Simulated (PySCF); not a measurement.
# Löwdin shares of the frontier orbitals

Species: C6H7N3.
Cartesian coordinates in Å at the GFN2-xTB level; atoms count from 1:
```xyz
16
C6H7N3 angstrom
C      4.047   -0.299    0.678
C      2.898   -0.343    0.334
C      1.558   -0.425   -0.080
C      0.885   -1.522   -0.653
N     -0.362   -1.154   -0.892
N     -0.427    0.093   -0.487
C     -1.643    0.853   -0.535
C     -2.442    0.678    0.753
N      0.682    0.577    0.007
H      5.051   -0.255    0.979
H      1.246   -2.501   -0.888
H     -1.370    1.901   -0.676
H     -2.217    0.497   -1.393
H     -1.852    1.004    1.606
H     -2.710   -0.367    0.889
H     -3.352    1.271    0.708
```

Level of theory: PySCF, TDDFT PBE0/def2-SVPD, vertical, gas phase, core orbitals frozen in the response.

Frontier orbitals with the atoms that hold most of them (Löwdin shares over 4%, at most four atoms; ? is withheld):

```tsv
orbital	ε (eV)	atoms
HOMO-3	-8.69	N9 44%, N5 31%, C3 6%, C4 5%
HOMO-2	-8.48	N9 26%, N5 24%, C4 19%, N6 12%
HOMO-1	-8.21	C1 37%, C2 36%, N5 10%, C3 5%
HOMO	?	?
LUMO	-0.69	?
LUMO+1	0.16	C4 27%, N5 27%, C1 8%, C3 8%
LUMO+2	0.75	C1 18%, C2 16%, C8 13%, C7 10%
```

(1) Give the leading atoms of the HOMO.

(2) Give the leading atoms of the LUMO.

(3) What is the HOMO energy, and the HOMO–LUMO gap?

Results:

(1) C1 (bonded to C and H) 23%; C2 (bonded to 2 C) 18%; C3 (bonded to 2 C and N) 15%; N6 (bonded to C and 2 N) 15%. By element: carbon 56% or more, nitrogen 15% or more.

(2) N9 (bonded to C and N) 27%; N6 (bonded to C and 2 N) 16%; C1 (bonded to C and H) 14%; C3 (bonded to 2 C and N) 13%. By element: nitrogen 43% or more, carbon 26% or more.

(3) ε(HOMO) = -7.13 eV; the gap is 6.44 eV (0.2366 hartree).

Task: How does S1 compare with the orbital gap of 6.44 eV?

Result: S1 is at 5.65 eV (f = 0.328), 0.78 eV below the gap, made of HOMO→LUMO (90%). Without the coupling terms of the response equations the lowest excitation would equal the gap.

Task: Give energy, strength and leading configuration of S1, S2, S5 and S8, and follow the Löwdin shares of the leading atoms from the occupied to the empty orbital.

Result: 
- S1 (5.65 eV, f 0.328), HOMO→LUMO (90%): C1 23% → 14%, C2 18% → at most 13%, N9 at most 15% → 27%, N6 15% → 16%
- S2 (5.84 eV, f 0.0005), HOMO-1→LUMO (84%): C1 37% → 14%, C2 36% → at most 13%, N9 at most 6% → 27%, N6 at most 6% → 16%
- S5 (6.24 eV, f 0.030), HOMO→LUMO+1 (72%): C1 23% → 8%, C2 18% → at most 8%, C4 at most 15% → 27%, N5 at most 15% → 27%
- S8 (7.13 eV, f 0.093), HOMO-2→LUMO (72%): N9 26% → 27%, N5 24% → at most 13%, N6 12% → 16%

Cost: about 2.3 min of CPU time on one thread (with the writing of density and orbital grids); the machine was shared, so the figure is rough.

One conformer stands for the species.
